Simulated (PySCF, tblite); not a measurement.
(CH3)2PPF2, C₂H₆F₂P₂.
SMILES: `CP(C)P(F)F`

Jobs on this species (12 atoms, 66 electrons) with PySCF (density fitting). Hardware of each: one thread, Arm Neoverse V1, no GPU, shared host. Other jobs ran on the host; a repeat could differ by tens of per cent or more.

```tsv
level and settings	work	basis functions	SCF cycles	wall time
BHandHLYP/pcSseg-1	shieldings	146	?	?
WP04/pcSseg-1	shieldings	146	14	11 s
PBE0-D3(BJ)/def2-SVP, grid level 1	geometry optimisation from a GFN2-xTB start	122	35	28 s
wB97X-D/pcSseg-1	shieldings	146	14	15 s
CAM-B3LYP/pcSseg-1	shieldings	146	12	15 s
B97-2/pcSseg-1	shieldings	146	13	11 s
LC-wPBE/pcSseg-1	shieldings	146	14	22 s
```

Q: Fill in the missing figures.

A: 
- BHandHLYP/pcSseg-1; shieldings: 10 s, 12 SCF cycles

Q: What do all jobs in the table cost together?

A: About 1.9 min; the longest takes about 25 % of that, and about 2.8 times as long as the shortest.

***

Compound: C3H4B2F4.
SMILES with atom numbers: `[F:1][B:2]([F:3])[C@@H:4]1[CH2:5][C@H:6]1[B:7]([F:8])[F:9]` (hydrogens: H10 on C4; H11, H12 on C5; H13 on C6)

Jobs on this species (13 atoms, 68 electrons) with PySCF (density fitting) and tblite. Hardware of each: one thread, Intel Xeon at 2.50 GHz (x86_64), on a shared host. The host was shared with other jobs, so the times are rough.

```tsv
level and settings	work	basis functions	SCF cycles	wall time
GFN2-xTB	L-BFGS relaxation	–	–	?
PBE0/pcSseg-1	shieldings, ring-centre shieldings, charges and field gradients	173	12	61 s
GFN2-xTB	Hessian by finite differences	–	–	1.0 s
```

Fill in the missing figures.

- GFN2-xTB; L-BFGS relaxation: 1.6 s

What do all jobs in the table cost together?

About 64 s; the longest takes about 96 % of that, and about 61 times as long as the shortest.
